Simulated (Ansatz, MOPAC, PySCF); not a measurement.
Energy landscape of H₂Mg, singlet: symmetric bend, bond length relaxed. Scanned: H-Mg-H angle. Other coordinates (Mg-H bond length) were minimised at B3LYP/def2-TZVP.

Levels of theory: PM7, restricted, heats of formation (MOPAC); RKS-B3LYP/6-31G* = restricted B3LYP/6-31G*, spherical d (PySCF); RMP2/6-31G* = restricted MP2 (frozen core)/6-31G*, spherical d run with PySCF 2.14.0; FCI/cc-pVDZ = full CI/cc-pVDZ, frozen core (Ansatz, a first-principles code).

Energies relative to the lowest point of each profile, in eV; the last columns give the difference from FCI:

| a / ° | PM7 | RKS-B3LYP/6-31G* | RMP2/6-31G* | FCI/cc-pVDZ | PM7 − FCI/cc-pVDZ | RKS-B3LYP/6-31G* − FCI/cc-pVDZ | RMP2/6-31G* − FCI/cc-pVDZ |
|---|---|---|---|---|---|---|---|
| 180 | 0.000 | 0.000 | 0.000 | 0.000 | 0.000 | 0.000 | 0.000 |
| 169.86 | 0.016 | 0.016 | 0.017 | 0.015 | 0.001 | 0.001 | 0.001 |
| 157.51 | 0.081 | 0.080 | 0.082 | 0.077 | 0.005 | 0.003 | 0.006 |
| 152.31 | 0.123 | 0.121 | 0.125 | 0.117 | 0.006 | 0.004 | 0.008 |
| 141.92 | 0.235 | 0.230 | 0.239 | 0.226 | 0.009 | 0.004 | 0.013 |
| 131.69 | 0.382 | 0.375 | 0.392 | 0.372 | 0.010 | 0.003 | 0.020 |
| 119.17 | 0.615 | 0.610 | 0.639 | 0.608 | 0.008 | 0.002 | 0.031 |
| 110.09 | 0.825 | 0.827 | 0.866 | 0.823 | 0.002 | 0.004 | 0.043 |
| 99.45 | 1.121 | 1.141 | 1.192 | 1.131 | -0.010 | 0.010 | 0.061 |
| 87.57 | 1.530 | 1.587 | 1.650 | 1.565 | -0.035 | 0.022 | 0.085 |
| 80.92 | 1.804 | 1.890 | 1.958 | 1.857 | -0.053 | 0.033 | 0.101 |
| 69.40 | 2.378 | 2.532 | 2.607 | 2.466 | -0.088 | 0.066 | 0.140 |
| 60 | 2.952 | 3.187 | 3.263 | 3.068 | -0.116 | 0.119 | 0.195 |

PM7 is furthest from FCI/cc-pVDZ at 60 (-0.116 eV, below); its mean absolute difference over the points is 0.026 eV.

RKS-B3LYP/6-31G* is furthest from FCI/cc-pVDZ at 60 (0.119 eV, above); its mean absolute difference over the points is 0.021 eV.

RMP2/6-31G* is furthest from FCI/cc-pVDZ at 60 (0.195 eV, above); its mean absolute difference over the points is 0.054 eV.
